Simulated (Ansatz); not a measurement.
`CC[O][GaH][F]`. The species carries charge 0 and has multiplicity 1. The geometry is a stationary point of PBE0-D4/def2-TZVP. It is one conformer, not always the lowest.

```xyz
11

C     0.891    0.606   -0.948
C    -0.331    0.903   -0.110
O    -0.279    0.260    1.150
Ga   -0.614   -1.460    1.371
F    -1.125   -2.272   -0.102
H     0.864    1.172   -1.883
H     0.936   -0.457   -1.203
H     1.801    0.876   -0.408
H    -1.236    0.616   -0.660
H    -0.398    1.977    0.090
H    -0.509   -2.221    2.704
```

Q: What is the dipole moment at r2SCAN/def2-TZVPP? (Estimate.)

A: Ansatz gave: 0.98 D, with components (0.44, 0.52, 0.70) D in this frame, pointing from negative to positive charge.

Q: And with PBE, B3LYP, ωB97M-V? (Best estimate.)

A: Computed: PBE 0.96 D, B3LYP 1.00 D, ωB97M-V 0.97 D.

Q: Give the Mulliken charges with r2SCAN, B3LYP, ωB97M-V in def2-TZVPP. (Estimate.)

A: Computed: 
```csv
atom,r2SCAN,B3LYP,ωB97M-V
C1,-0.15,-0.26,-0.31
C2,0.17,0.07,-0.01
O3,-0.40,-0.39,-0.39
Ga4,0.58,0.59,0.57
F5,-0.40,-0.40,-0.40
H6,0.04,0.08,0.10
H7,0.05,0.08,0.10
H8,0.05,0.09,0.11
H9,0.03,0.07,0.10
H10,0.03,0.08,0.10
H11,0.01,0.01,0.04
```

B3LYP here is the variant with VWN-RPA as its local correlation; programs differ in this.
